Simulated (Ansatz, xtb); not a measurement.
**Relative energy of two isomers of C4H11NSi**

Structure a is `N[C@@H]1CC[C@H]1[SiH3]`, a singlet and structure b is `N[C@H]1C[C@@H]([SiH3])C1`, a singlet. Both are isolated molecules in the gas phase, relaxed with PBE-D3(BJ)/def2-SVP, each in the lowest conformer that the search found.

Energies in hartree; the thermal terms are from GFN2-xTB frequencies at re-optimised GFN2-xTB minima (ideal gas, soft modes damped towards free rotors, one conformer each, 298.15 K, 1 atm) and include the zero-point energy:

```
                              a           b
E, CCSD(T)/def2-SVP  −501.913262  −501.912637
    E, MP2/def2-SVP  −501.809347  −501.808690
  E, MP2/def2-TZVPP  −502.334098  −502.333635
  zero-point energy     0.139715     0.139708
       H(298 K) − E     0.148607     0.148537
       G(298 K) − E     0.107587     0.107753
```

Question: Correct the CCSD(T) difference for the basis set by the MP2 change, then work out ΔE, ΔE₀, ΔH and ΔG for a → b in kJ/mol (1 Eh = 2625.50 kJ/mol) and the equilibrium ratio [b]/[a].

Answer: 1. Differences b − a: CCSD(T) +0.000625, MP2 in the small set +0.000657, MP2 in the large set +0.000463 Eh.
2. ΔE = +0.000625 + (+0.000463 − (+0.000657)) = +0.000431 Eh = +1.13 kJ/mol.
3. ΔE₀ = ΔE + ΔZPE = +0.000431 + (−0.000007) Eh = +1.11 kJ/mol.
4. ΔH = ΔE + (−0.000070) Eh = +0.95 kJ/mol.
5. ΔG = ΔE + (+0.000166) Eh = +1.57 kJ/mol, so ΔS = (ΔH − ΔG)/T = −2.1 J/(mol K).
6. kT = 0.9442 mEh, so K = [b]/[a] = exp(−ΔG/kT) = exp(−0.63) ≈ 0.53.

The two are too close for this level to say which is favoured. An error of 4 kJ/mol in ΔG would change K by a factor of 5. Mirror images and further conformers aren't counted.

As drawn, both hold the same kinds of bond in the same numbers.

Other levels gave ΔE = +2.4 (GFN2-xTB); +0.1 (HF/STO-3G, GFN2-xTB geometries); +2.9 (r2SCAN-D4/def2-SVP, GFN2-xTB geometries); +2.5 (PBE-D3(BJ)/def2-SVP); +0.4 (HF/def2-SVP); +1.7 (MP2/def2-SVP); +1.6 (CCSD(T)/def2-SVP) kJ/mol. The correlated steps freeze 10 core orbitals. Programs: Ansatz 0.2.0, xtb 6.7.1.
